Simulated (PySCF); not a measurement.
Correlation energy of Ru (ruthenium, neutral)

[Kr] 4d6 5s1 6s1, high-spin 7D determinant (an excited configuration). Calculation: PySCF 2.14, in aug-cc-pVDZ-PP with ECP28MDF (5s5p4d2f, 54 functions); scalar relativity through the core potential. Frozen: 4s2 4p6; 8 electrons correlated.

| level | correlation energy (mhartree) |
| --- | --- |
| CCSD | -115.37 |
| (T) | -2.12 |
| CCSD(T) | -117.49 |

Diagnostics: T1 = 0.0082, D1 = 0.0233, largest double amplitude 0.052.

Q: Is a single reference adequate?

A: Yes, within this model without spin-orbit coupling: T1 lies below 0.03 and no double amplitude reaches 0.07.
